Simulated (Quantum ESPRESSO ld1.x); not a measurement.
The numbers below are computed, except where a source is named.
Pr+, 58 electrons, occupied as [Xe] 4f3 6s1 (the NIST ground configuration). Code: ld1.x of Quantum ESPRESSO 7.5. Model: Dirac Kohn-Sham, PBEsol, spin-unpolarised, spherical densities, point nucleus; open shells fill j = l - 1/2 first.

Normalised radial functions P(r) = r R(r) (large component), r in bohr:

```
   r/bohr * 5p3/2 (the largest magnitude, 0.864, reaches the edge; | marks zero)
0.0008506                             *
0.0009903                             *
 0.001153                             *
 0.001342                             *
 0.001562                             *
 0.001833                             *
 0.002134                             *
 0.002485                             *
 0.002893                             *
 0.003368                             *
  0.00392                             *
 0.004564                             *
 0.005313                             *
 0.006186                             *
 0.007259                             |*
  0.00845                             |*
 0.009838                             |*
  0.01145                             |*
  0.01333                             | *
  0.01552                             | *
  0.01807                             | *
  0.02104                             |  *
  0.02449                             |   *
  0.02874                             |   *
  0.03346                             |    *
  0.03895                             |     *
  0.04534                             |     *
  0.05278                             |     *
  0.06145                             |     *
  0.07154                             |    *
  0.08328                             |   *
  0.09695                             | *
   0.1138                            *|
   0.1325                         *   |
   0.1542                      *      |
   0.1795                    *        |
    0.209                    *        |
   0.2433                      *      |
   0.2832                         *   |
   0.3297                             | *
   0.3838                             |      *
   0.4504                             |           *
   0.5244                             |             *
   0.6105                             |           *
   0.7107                             |     *
   0.8273                           * |
   0.9632                  *          |
    1.121          *                  |
    1.305    *                        |
     1.52  *                          |
    1.783   *                         |
    2.076       *                     |
    2.417            *                |
    2.814                 *           |
    3.275                      *      |
    3.813                         *   |
    4.439                           * |
    5.168                            *|
    6.016                             *
     7.06                             *
    8.219                             *
    9.568                             *
    11.14                             *
    12.97                             *
```

5p3/2: eigenvalue -26.445 eV, 3 radial nodes at r = 0.107, 0.315, 0.801 bohr, <r> = 1.79 bohr, 90 % of the charge inside 2.63 bohr.
